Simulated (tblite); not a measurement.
Species: C6H7O2 (doublet state).
Bonds: C1–O2, O2–C3, C3–C4 (double), C4–O5, O5–C6, C6–C7 (double), C7–C8, C3–C8. Hydrogens: H9, H10, H11 on C1; H12 on C4; H13 on C6; H14, H15 on C8.

Structure optimised with GFN2-xTB, isolated species. This method treats the open shell by occupation alone, without spin polarisation.

**Question.** Give the optimised bond lengths and angles.

**Answer.** 
```
                 bond  length (pm)   order
                C1–O2        140.7  single
                O2–C3        136.6  single
                C3=C4        133.1  double
                C4–O5        137.0  single
                O5–C6        139.1  single
                C6=C7        130.2  double
                C7–C8        146.4  single
                C3–C8        152.8  single
C1–H9, C1–H10, C1–H11        109.3  single
               C4–H12        107.9  single
               C6–H13        107.7  single
       C8–H14, C8–H15        109.6  single
```

Bonds in one row agree within 1 pm and their mean is given. Orders are formal, as drawn. A selection of angles:
```
   angle  degrees
C1–O2–C3    118.1
O2–C3–C4    126.3
O2–C3–C8    111.1
C4–C3–C8    122.6
C3–C4–O5    125.4
C4–O5–C6    115.3
O5–C6–C7    121.7
C6–C7–C8    128.9
C3–C8–C7    106.0
```

Torsions: C1–O2–C3–C4 0° (synperiplanar); O2–C3–C4–O5 180° (antiperiplanar); C3–C4–O5–C6 0° (synperiplanar); C4–O5–C6–C7 0° (synperiplanar); O5–C6–C7–C8 0° (synperiplanar); C6–C7–C8–C3 0° (synperiplanar); O2–C3–C8–C7 180° (antiperiplanar).

C6 (carbon bonded to C, O and H) is planar (angles 127.0°, 121.7° and 111.3°, sum 360.0°, 0.00 Å off the plane of its three neighbours). The 4 C–O bonds span 1.366 Å (O2–C3, drawn single) to 1.407 Å (C1–O2, drawn single), a spread of 0.041 Å. Of the pairs four or more bonds apart, C1···H12 is among the closest relative to their van der Waals radii: 2.60 Å, 90 % of the sum of Bondi's values. C4 (carbon bonded to C, O and H) is planar (angles 125.4°, 124.2° and 110.4°, sum 360.0°, 0.00 Å off the plane of its three neighbours). The C–C distances run from 1.302 Å (C6=C7, drawn double) to 1.528 Å (C3–C8, drawn single), a spread of 0.226 Å. C3 (carbon bonded to 2 C and O) is planar (angles 126.3°, 122.6° and 111.1°, sum 360.0°, 0.00 Å off the plane of its three neighbours). The 6-membered ring C3–C4–O5–C6–C7–C8 has internal angles of 106.0° to 128.9° (sum 720°, against 720° for a flat polygon); it is planar, 0.00 Å rms from its mean plane, widest ring torsion 0°.

Point group: Cs (every atom within 0.08 Å of its image). GFN2-xTB frequencies show an imaginary mode (46i cm⁻¹), so the point is no minimum at that level. 2 starts were optimised and ended at 0.00 and 1.71 kcal/mol (GFN2-xTB); the lowest of these is shown.

One conformer stands for the species.

These are computed values.
